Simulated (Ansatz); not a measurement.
A search over several starts for the lowest SCF solution of CoI₂⁻ at the given spin, in a small basis.

```yaml
crystal:
  periodic: [false, false, false]
  atoms:
    - {symbol: Co, position_ang: [0.000039, 0.000077, -0.000001]}
    - {symbol: I, position_ang: [2.123006, -1.111122, -0.280873]}
    - {symbol: I, position_ang: [-2.123045, 1.111045, 0.280874]}
basis:
  gaussian: {orbitals: def2-SVP}
total_charge: -1
hamiltonian: {xc: pbe0, dispersion: d4}
output: {orbitals: {seedname: orbitals}}
```

```sh
$ ansatz run in.yaml --threads 4 --pin off --events-out ev --progress --plain --max-ram 3916MiB
```

Output, abridged:

```
Functional definition: PBE0
1004 factors; integrals over basis functions are off by at most 4.5e-4 eV
mean field evaluation 1: about -53819.8607 eV, gradient 2.2e1 eV
mean field evaluation 2: about -53817.7879 eV, gradient 4.0e1 eV
mean field evaluation 4: about -53820.6779 eV, gradient 1.4e0 eV
mean field evaluation 8: about -53820.7682 eV, gradient 1.2e-2 eV
mean field evaluation 16: about -53820.7682 eV, gradient 8.6e-5 eV
mean field evaluation 32: about -53820.7682 eV, gradient 2.5e-6 eV
mean field -53820.76816178 eV, -1977.8767489186 hartree, gradient 9.1e-6 eV, S^2 0.000000; 3 other end points of the search recorded, 0 dependent functions left out
reference -53820.76818930 eV, -1977.8767499299 hartree; 39, 39 occupied and 44, 44 virtual orbitals, 1004 factors
Total energy: -53820.86209662 eV, -1977.8802009603 hartree
```

Hardware: 4 threads of Arm Neoverse N1 on a shared host. Wall time 16 s.

In the def2 sets I takes a core potential; there is no spin–orbit coupling. A triplet lies near this restricted singlet, and broken spin symmetry wasn't tried. At PBE0-D4/def2-TZVPD a triplet of charge -1 lies 2.54 eV below the restricted singlet at the same geometry. The structure comes from a short search, and lower isomers may exist.
